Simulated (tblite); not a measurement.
C7H8Cl2.
Geometry (GFN2-xTB, Å), atoms numbered from 1 in this order:
```
atom  x, y, z in Å
C1     0.950    0.712    1.917
C2     1.401   -0.131    0.995
C3     0.767   -0.376   -0.295
C4     1.374   -1.082   -1.250
C5    -0.585    0.187   -0.530
C6    -0.837    1.074   -1.482
C7    -1.664   -0.377    0.345
Cl8   -2.780    0.873    0.941
Cl9   -2.597   -1.592   -0.585
H10    0.049    1.287    1.778
H11    1.474    0.864    2.845
H12    2.322   -0.674    1.162
H13    2.354   -1.504   -1.102
H14    0.905   -1.263   -2.201
H15   -0.050    1.454   -2.110
H16   -1.829    1.458   -1.652
H17   -1.262   -0.896    1.216
```

Method: GFN2-xTB as coded in tblite; computed harmonic values from a numerical Hessian at the method's own geometry, unscaled. Errors from tens to a few hundred cm⁻¹ against measured bands are possible. One conformer, not necessarily the lowest.

Harmonic wavenumbers (cm⁻¹): 25.3, 40.8, 128.2, 137.7, 150.6, 213.2, 221.1, 269.1, 300.3, 397.5, 473.5, 502.0, 573.3, 631.7, 705.7, 735.9, 746.9, 753.3, 792.2, 891.7, 901.8, 914.2, 923.7, 950.9, 1013.9, 1023.9, 1128.1, 1157.9, 1219.0, 1283.7, 1296.5, 1385.8, 1403.5, 1413.1, 1653.4, 1666.8, 1693.9, 2953.4, 3057.8, 3106.4, 3107.5, 3114.1, 3133.0, 3140.2, 3148.1.

A = 1495, B = 908.2, C = 714.8 MHz; mass 162.000 u (most abundant isotopes); point group C1, symmetry number 1.

Problem. Zero-point energy?

Solution. Half the sum of the wavenumbers: 27240 cm⁻¹ = 77.88 kcal/mol.

Problem. What is S at 273.15 K and 1 bar for an ideal gas of classical rigid rotors and harmonic oscillators?

Solution. Translation 40.75, rotation 29.92, vibration 29.86: S = 100.5 cal/(mol K).

Problem. And Cp and H(273.15 K) − H(0)?

Solution. Cp = 36.60 cal/(mol K), of which vibrations give 28.65 (their classical limit is 45 R = 89.4); H(273.15 K) − H(0) = 6.25 kcal/mol without the zero-point energy, 4.08 from vibrations.

Problem. How do the functions run with temperature in this model?

Solution. 
```csv
T (K),S (cal/(mol K)),Cp (cal/(mol K)),H − H(0) (kcal/mol),G − H(0) (kcal/mol),ln q(vib)
50,62.2,13.8,0.54,-2.57,1.09
100,73.7,19.7,1.39,-5.98,2.57
298.15,103.8,39.0,7.19,-23.77,8.20
373.15,113.4,45.9,10.38,-31.91,10.23
500,128.2,55.3,16.83,-47.25,13.57
750,153.2,67.8,32.35,-82.52,19.76
1000,173.8,75.7,50.37,-123.47,25.38
```

q(vib) and H(0) count from the zero-point level.

Problem. Blend soft modes into free rotors: weight 1/[1 + (100 cm⁻¹/ν̃)⁴] for the oscillator and the rest for a rotor with moment μB/(μ + B), μ = h/(8π²ν), B = 10⁻⁴⁴ kg m². What vibrational entropy results?

Solution. 26.54 cal/(mol K) in place of 29.86, which changes −T·S at 273.15 K by +0.91 kcal/mol.

Problem. What must be added to the electronic energy to get the Gibbs energy at 273.15 K and 1 bar?

Solution. ZPE + [H(273.15 K) − H(0)] − T·S = 77.88 + 6.25 − 27.46 = 56.67 kcal/mol.

Hindered rotation and anharmonicity are outside this model. Other conformers, if any are populated, would add a mixing term that is left out. The structure is chiral; the term R ln 2 for an equal mix with its mirror image is left out.
